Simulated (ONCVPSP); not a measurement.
# Ta: one change to an ONCV potential, before and after

ONCVPSP 4.0.1 input, shortened (lines: element, Z, core and valence counts, functional; n l f; lmax; l rc ep ncon nbas qcut; lloc lpopt rc5 dvloc0; l nproj debl; icmod fcfact rcfact), LDA (Perdew-Wang 92), scalar-relativistic:

```
  Ta 73.00   10    4  -001012      upf
    1    0    2.00
    2    0    2.00
    2    1    6.00
    3    0    2.00
    3    1    6.00
    3    2   10.00
    4    0    2.00
    4    1    6.00
    4    2   10.00
    4    3   14.00
    5    0    2.00
    5    1    6.00
    5    2    3.00
    6    0    2.00
    2
    0    1.55    0.00    5    8    6.90
    1    2.05    0.00    4    8    8.10
    2    2.10    0.00    5    9    5.30
    4    4    1.30    3.00
    0    2    3.20
    1    2    0.30
    2    1    1.00
    1    0.65    0.00
```

In the p channel the program set the typed energies aside and used -1.454, 0.250 Ha.

Change: d: rc 3.12.

Cutoffs: the cutoffs (Ha) at which the residual kinetic energy of the hardest occupied pseudo-wave falls to 1 and 0.1 mHa per electron; they do not see the model core or the augmentation charge, which bear on the density cutoff. Errors are all-electron minus pseudo energies relative to the spin-unpolarised reference configuration.

Q: What does the change do?

A: The potential gets neither clearly harder nor softer (24 Ha and 62 Ha → 24 Ha and 62 Ha); the s channel sets the loose cutoff, while the largest relative change is in d, which becomes softer; of the 4 tests that both files solve, the error grows in 2 and shrinks in 0 by more than 15 % and 0.3 meV (median size 8.0 → 10.7 meV); neither file shows a bound ghost.

```csv
quantity,base,changed
"cutoff, loose",24 Ha,24 Ha
"cutoff, tight",62 Ha,62 Ha
loose cutoff by channel,"s 24 Ha, p 11 Ha, d 12 Ha","s 24 Ha, p 11 Ha, d 9.7 Ha"
bound ghosts,none,none
GHOST(+) flags under 300 eV,none,none
"error for 5s2 5p6 5d3 6s1, meV [ΔE 8.69 eV]",-3.3,-3.4
"error for 5s2 5p6 5d3 6s0, meV [ΔE 23.99 eV]",-11,-15
"error for 5s2 5p6 5d2 6s0, meV [ΔE 47.92 eV]",-39,-42
"error for 5s2 5p6 5d3 6s0 6p1, meV [ΔE 13.88 eV]",-5.0,-6.8
s: phases at 1.58 bohr within 0.05 rad from the reference energy up to (Ha; the scan ends near 5),to the end of the scan,to the end of the scan
p: phases at 2.08 bohr within 0.05 rad from the reference energy up to (Ha; the scan ends near 5),to the end of the scan,to the end of the scan
"rms error of d²Exc/dni dnj with the model core, mHa",0.33,0.39
```
